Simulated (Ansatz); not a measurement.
The cluster SiAu4. Charge 0, multiplicity 3. Geometry r2SCAN-D4/def2-SVP; atoms count from 1.

| atom | x (Å) | y (Å) | z (Å) |
| --- | --- | --- | --- |
| Au1 | -0.975 | 0.082 | -2.103 |
| Au2 | 0.604 | -2.079 | 0.833 |
| Au3 | -0.573 | 1.653 | 1.524 |
| Au4 | 1.557 | 0.569 | -0.419 |
| Si5 | -0.613 | -0.224 | 0.165 |

In the def2 sets Au takes a core potential; there is no spin–orbit coupling. At PBE0-D4/def2-TZVP a singlet of charge 0 lies 1.47 eV below the triplet, each at its own geometry. The structure comes from a short search, and lower isomers may exist.

Q: Estimate the Mulliken populations from the PBE0/def2-TZVP orbitals of Ansatz.

A: 
| atom | charge (e) | spin (α − β) | d electrons |
| --- | --- | --- | --- |
| Au1 | 0.12 | 0.44 | 9.61 |
| Au2 | 0.12 | 0.44 | 9.61 |
| Au3 | 0.12 | 0.44 | 9.61 |
| Au4 | 0.31 | 0.49 | 9.72 |
| Si5 | -0.68 | 0.20 | – |
Mulliken values depend strongly on the basis.

Q: Where does the spin sit?

A: Summed by element: Au 1.80, Si 0.20, of 2 unpaired in all. Largest on single atoms: Au4 0.49, Au3 0.44, Au2 0.44.

Q: And the Mayer bond orders between heavy atoms (over 0.3)?

A: Au1–Si5 1.09 (2.32 Å); Au2–Si5 1.09 (2.32 Å); Au3–Si5 1.09 (2.32 Å); Au4–Si5 0.83 (2.38 Å).
